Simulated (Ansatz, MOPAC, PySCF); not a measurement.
Breaking a bond: H₃B, SMILES B. The B1–H4 bond (B1 also carries H, H; H4 carries nothing else) is pulled apart rigidly from the PBE0/def2-TZVP optimised geometry.

Methods: UKS-LDA (SVWN5)/6-31G* = unrestricted LDA (SVWN5)/6-31G*, spherical d run with PySCF; UHF/3-21G = unrestricted Hartree-Fock/3-21G (PySCF); AM1, restricted, heats of formation (MOPAC); UCCSDT(Q) = CCSDT(Q) on UHF/cc-pVTZ, frozen core in Ansatz (a program for electronic structure).

Energies relative to the lowest point of each curve near equilibrium, in eV; the last columns give the difference from UCCSDT(Q):

```
R / Å  UKS-LDA (SVWN5)/6-31G*  UHF/3-21G    AM1  UCCSDT(Q)  UKS-LDA (SVWN5)/6-31G* − UCCSDT(Q)  UHF/3-21G − UCCSDT(Q)  AM1 − UCCSDT(Q)
-----  ----------------------  ---------  -----  ---------  ----------------------------------  ---------------------  ---------------
0.89                    2.089      2.008  1.887      1.902                               0.187                  0.106           -0.015
0.97                    0.992      0.917  0.997      0.875                               0.118                  0.042            0.123
0.99                    0.800      0.728  0.819      0.696                               0.103                  0.031            0.122
1.07                    0.272      0.222  0.283      0.218                               0.054                  0.004            0.065
1.12                    0.098      0.067  0.092      0.069                               0.029                 -0.002            0.024
1.16                    0.024      0.010  0.016      0.012                               0.012                 -0.002            0.004
1.19                    0.000      0.000  0.000      0.000                               0.000                  0.000            0.000
1.24                    0.009      0.033  0.044      0.026                              -0.017                  0.006            0.017
1.27                    0.039      0.077  0.107      0.065                              -0.027                  0.012            0.041
1.30                    0.084      0.137  0.194      0.119                              -0.035                  0.018            0.075
1.39                    0.289      0.386  0.564      0.346                              -0.057                  0.040            0.218
1.47                    0.533      0.667  0.983      0.605                              -0.073                  0.062            0.378
1.61                    1.033      1.230  1.798      1.125                              -0.091                  0.106            0.674
1.76                    1.607      1.875  2.674      1.705                              -0.099                  0.169            0.968
1.97                    2.391      2.723  3.797      2.472                              -0.081                  0.251            1.325
2.14                    2.976      3.146  4.585      3.014                              -0.038                  0.132            1.571
2.36                    3.647      3.455  5.435      3.588                               0.059                 -0.133            1.848
2.61                    4.274      3.631  6.187          —                                   —                      —                —
2.92                    4.721      3.729  6.863          —                                   —                      —                —
3.23                    4.947      3.769  7.332          —                                   —                      —                —
3.58                    5.074      3.788  7.699          —                                   —                      —                —
4.20                    5.155      3.799  8.214          —                                   —                      —                —
```

UKS-LDA (SVWN5)/6-31G* is furthest from UCCSDT(Q) at 0.89 (0.187 eV, above); its mean absolute difference over the points is 0.064 eV.

UHF/3-21G is furthest from UCCSDT(Q) at 1.97 (0.251 eV, above); its mean absolute difference over the points is 0.066 eV.

AM1 is furthest from UCCSDT(Q) at 2.36 (1.848 eV, above); its mean absolute difference over the points is 0.439 eV.

Dashes: no converged value, or the column stops at the first point that the program doubted or that broke a chosen test of continuity, which isn't proof of a fault.

The unrestricted determinant behind UKS-LDA (SVWN5)/6-31G* is spin-contaminated at 2.61 to 4.20 Å (<S²> up to 1.0, against 0.00 for a pure singlet). The unrestricted determinant behind UHF/3-21G, UCCSDT(Q) is spin-contaminated at 1.97 to 4.20 Å (<S²> up to 1.0, against 0.00 for a pure singlet). The restricted form behind AM1 keeps the bonding electrons paired and can't separate into open-shell fragments.
